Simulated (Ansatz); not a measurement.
A nudged elastic band was laid between two geometries of CH4OSSi (8 atoms, charge 0, multiplicity 1).

These are results of RKS BLYP/STO-3G (Ansatz), not measurements.

```yaml
movable_images: 7
climbing_image: yes
spring: 5.0 eV/Å²
optimiser: quadratic models (default)
start_path: through a guess of the saddle point
force_threshold: 0.03 eV/Å
iteration_limit: 60
end_points: relaxed
```

Initial state:

```xyz
8
Properties=species:S:1:pos:R:3
S -2.004 1.005 -0.757
Si 0.015 0.791 -0.075
C 0.892 -0.807 0.115
O 0.375 -0.109 1.388
H -2.348 -0.276 -0.396
H 0.762 2.025 -0.299
H 0.400 -1.784 -0.100
H 2.001 -0.902 0.068
```

Final state:

```xyz
8
Properties=species:S:1:pos:R:3
S -2.180 0.082 -0.573
Si -0.138 0.467 -0.029
C 1.072 -0.892 0.167
O 0.515 -0.237 1.443
H -2.441 1.418 -0.771
H 0.310 1.820 -0.355
H 0.785 -1.962 0.039
H 2.168 -0.753 0.024
```

Q: What changes between the two ends?

A: No bond is made or broken. The dihedral H5–S1–Si2–O4 goes from -38 to 130°.

Q: What energy profile does the band end with?

A: The forces met the threshold. The highest image is number 5 of 0 to 8, 10.7 kJ/mol above the first end and 5.8 kJ/mol above the last; the last end lies 4.9 kJ/mol above the first. A vibrational analysis at the climbing image gives one clearly imaginary mode, 182i cm⁻¹: a first-order saddle point. Limits of this set-up: minimal basis.

```json
{"image": "0", "path coordinate (Å)": "0.00", "energy (kJ/mol)": "0.0", "dihedral H5–S1–Si2–O4 (°)": "-38"}
{"image": "1", "path coordinate (Å)": "0.30", "energy (kJ/mol)": "1.0", "dihedral H5–S1–Si2–O4 (°)": "-23"}
{"image": "2", "path coordinate (Å)": "0.60", "energy (kJ/mol)": "3.6", "dihedral H5–S1–Si2–O4 (°)": "-6"}
{"image": "3", "path coordinate (Å)": "0.90", "energy (kJ/mol)": "7.0", "dihedral H5–S1–Si2–O4 (°)": "11"}
{"image": "4", "path coordinate (Å)": "1.20", "energy (kJ/mol)": "9.7", "dihedral H5–S1–Si2–O4 (°)": "30"}
{"image": "5", "path coordinate (Å)": "1.50", "energy (kJ/mol)": "10.7", "dihedral H5–S1–Si2–O4 (°)": "48"}
{"image": "6", "path coordinate (Å)": "1.98", "energy (kJ/mol)": "8.8", "dihedral H5–S1–Si2–O4 (°)": "76"}
{"image": "7", "path coordinate (Å)": "2.47", "energy (kJ/mol)": "5.9", "dihedral H5–S1–Si2–O4 (°)": "103"}
{"image": "8", "path coordinate (Å)": "2.95", "energy (kJ/mol)": "4.9", "dihedral H5–S1–Si2–O4 (°)": "130"}
```

Q: What is the geometry of the highest image?

A: 
```xyz
8
Properties=species:S:1:pos:R:3
S -1.978 0.389 -1.128
Si -0.026 0.596 -0.248
C 1.004 -0.855 0.196
O 0.297 -0.110 1.332
H -2.627 0.768 0.025
H 0.657 1.863 -0.514
H 0.647 -1.898 0.039
H 2.117 -0.810 0.244
```

Q: What are the harmonic wavenumbers there?

A: 182i, 194, 202, 513, 585, 781, 787, 823, 895, 902, 1081, 1104, 1166, 1596, 2501, 2814, 3161, 3284 cm⁻¹.

The band took 18 iterations and roughly 2.7 core-minutes.

The run took 2.7 min on 1 thread of AMD EPYC 7R43 64-Core Processor (Zen 3), on a shared host, peak memory 0.1 GiB.
